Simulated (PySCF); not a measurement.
C3H5NSi2, SMILES C1([SiH2][SiH2]N=1)C#C.

The structure is a stationary point at ωB97X-D3(BJ)/def2-SVP. This is a generated structure with no PubChem entry under its InChIKey; it may be hypothetical.

The numbers are results of M06-2X/def2-TZVP run with PySCF, not measurements.

The molecule is in vacuum.

Computed frontier levels, gap, dipole moment and polarisability:
```
Item                                                                                                            Result
---------------------------------------------------------------------------------------------  -----------------------
highest occupied level                                                                                        -8.27 eV
lowest empty level                                                                                            -0.92 eV
orbital gap                                                                                                    7.35 eV
dipole moment                                                                                                   1.96 D
quadrupole, principal values (traceless, Buckingham form, about the centre of nuclear charge)  -8.17, -4.18, 12.35 D·Å
mean static polarisability                                                                       94.5 bohr³ (14.01 Å³)
polarisability, principal values                                                               65.7, 86.1, 131.8 bohr³
```
